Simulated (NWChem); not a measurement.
Molecule: CBF2NO; SMILES O=C=NB(F)F

```xyz
6

B      0.0395    -0.9578     0.0000
F      0.9613    -1.9031     0.0000
F     -1.2362    -1.3165     0.0000
N      0.4290     0.4072     0.0000
C      0.0675     1.5622     0.0000
O     -0.1840     2.7063     0.0000
```
Atoms are numbered in this order, from 1.

Program: NWChem. Pople sets run with spherical d functions. All runs use the structure optimised with B3LYP/6-31G* (spherical d). Atomic charges in e: unrestrained fits to the electrostatic potential beside Mulliken populations; buried atoms are poorly determined by the fit.

For level B3LYP/def2-SVP:

| Quantity | Value |
|---|---|
| ESP B1 | 0.89 |
| Mulliken B1 | 0.19 |
| Mulliken F2 | -0.08 |
| Mulliken F3 | -0.10 |
| ESP N4 | -0.61 |
| Mulliken N4 | -0.04 |
| ESP C5 | 0.70 |
| Mulliken C5 | 0.12 |

Problem. What are these values for level Hartree-Fock/6-31G*?

Solution. 
| Item | Result |
|---|---|
| ESP B1 | 1.08 |
| Mulliken B1 | 1.02 |
| Mulliken F2 | -0.37 |
| Mulliken F3 | -0.38 |
| ESP N4 | -0.75 |
| Mulliken N4 | -0.64 |
| ESP C5 | 0.86 |
| Mulliken C5 | 0.84 |
